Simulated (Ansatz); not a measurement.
Molecule: sum formula SiN2H4Br (charge 0, doublet). It need not be the lowest isomer of its formula. 
Geometry from a B3LYP-D3(BJ)/def2-TZVP (Ansatz, an electronic-structure program) optimisation:
```xyz
8

Si    -0.1453    -0.2273    -1.0198
Br     0.1258     0.7560     1.0298
N      1.2294    -1.2413    -1.1855
N     -1.4980    -1.2522    -1.2148
H      1.3238    -1.8241    -2.0042
H      2.1227    -0.9490    -0.8209
H     -1.5101    -2.1780    -0.8093
H     -2.4240    -0.8734    -1.3305
```
Charge 0, spin multiplicity 2.

Dipole moments at this geometry, in debye (magnitudes).

```json
[
 {"level": "SVWN5/def2-TZVPD", "program": "Ansatz", "dipole (D)": "2.69"},
 {"level": "PBE/def2-TZVPD", "program": "Ansatz", "dipole (D)": "2.63"},
 {"level": "revPBE/def2-TZVPD", "program": "Ansatz", "dipole (D)": "2.63"},
 {"level": "r2SCAN/def2-TZVPD", "program": "Ansatz", "dipole (D)": "2.68"},
 {"level": "B97M-V/def2-TZVPD", "program": "Ansatz", "dipole (D)": "2.59"},
 {"level": "B3LYP/def2-TZVPD", "program": "Ansatz", "dipole (D)": "2.62"},
 {"level": "BHLYP/def2-TZVPD", "program": "Ansatz", "dipole (D)": "2.65"},
 {"level": "r2SCANh/def2-TZVPD", "program": "Ansatz", "dipole (D)": "2.68"},
 {"level": "r2SCAN0/def2-TZVPD", "program": "Ansatz", "dipole (D)": "2.69"},
 {"level": "CAM-B3LYP/def2-TZVPD", "program": "Ansatz", "dipole (D)": "2.65"},
 {"level": "LC-wPBE/def2-TZVPD", "program": "Ansatz", "dipole (D)": "2.69"},
 {"level": "wB97X-V/def2-TZVPD", "program": "Ansatz", "dipole (D)": "2.66"},
 {"level": "CCSD(T)/def2-SVPD", "program": "Ansatz", "dipole (D)": "2.63"}
]
```
